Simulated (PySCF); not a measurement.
**Polarisability and C₆ of Mn³⁺ (manganese, charge +3)**

[Ar] 3d4, high-spin 5D determinant. All numbers are calculated (PySCF 2.14, the spin-free X2C one-electron Hamiltonian (Gaussian nucleus), in aug-cc-pVTZ-DK). Coupled (time-dependent) response in atomic units; α is the mean over directions.

```csv
method,mean α (bohr³),"α xx, yy, zz",C₆ (like pair),S(−4)
HSE06,2.014,"1.932, 1.932, 2.179",4.999,1.429
```

S(−4) is the Cauchy moment in α(ω) = α(0) + S(−4) ω² + …

α(iu) at HSE06:

| u (hartree) | α(iu) (bohr³) |
| --- | --- |
| 0 | 2.014 |
| 0.0500 | 2.011 |
| 0.100 | 2.000 |
| 0.200 | 1.960 |
| 0.300 | 1.900 |
| 0.500 | 1.748 |
| 0.750 | 1.547 |
| 1.00 | 1.364 |
| 1.50 | 1.068 |
| 2.00 | 0.8470 |
| 3.00 | 0.5573 |
| 5.00 | 0.2852 |

A single London oscillator, α(iu) = α/(1 + u²/ω²), gives C₆ = (3/4) ω α². Matching the computed C₆ needs ω = 4 × 4.999 / (3 × 2.014²) = 1.64 hartree.

For an ion, C₆ is the dispersion term alone; charge-induced terms of lower order in 1/R come first.

The components differ because the open shell of this determinant is not spherical; for a pure term their mean is the scalar polarisability.
